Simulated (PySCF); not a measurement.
How methods differ on the interval between two levels of Ar⁺

Ar⁺ [Ne] 3s2 3p5 [2P3/2, M_J = 3/2] → Ar⁺ [Ne] 3s1 3p5 4s1 [4P5/2, M_J = 5/2], as a difference of total energies. Calculation: PySCF 2.14, in x2c-TZVPall-2c with one added diffuse shell each of s, p type (6s7p2d1f, 44 functions); the two-component X2C-1e Hamiltonian. Correlated levels: [Ne] frozen; the 6 highest virtual spinors dropped. "Screened" scales the spin-orbit matrix elements by Boettger's factors to mimic the two-electron term; Breit and QED terms are absent.

```json
{"method": "GHF (spin-free)", "interval between two levels (cm⁻¹)": "268240"}
{"method": "GMP2 (spin-free)", "interval between two levels (cm⁻¹)": "255330"}
{"method": "GHF (screened spin-orbit)", "interval between two levels (cm⁻¹)": "268200"}
{"method": "GMP2 (screened spin-orbit)", "interval between two levels (cm⁻¹)": "255360"}
```

The labels give the starting determinants; with spin-orbit coupling the two ends relaxed to ⟨J²⟩ = 3.76, ⟨L²⟩ = 2.01, ⟨S²⟩ = 0.75 and ⟨J²⟩ = 8.76, ⟨L²⟩ = 2.00, ⟨S²⟩ = 3.75.

The promoted electron is Rydberg-like, and one or two diffuse shells describe it only roughly, which tends to raise the upper state.
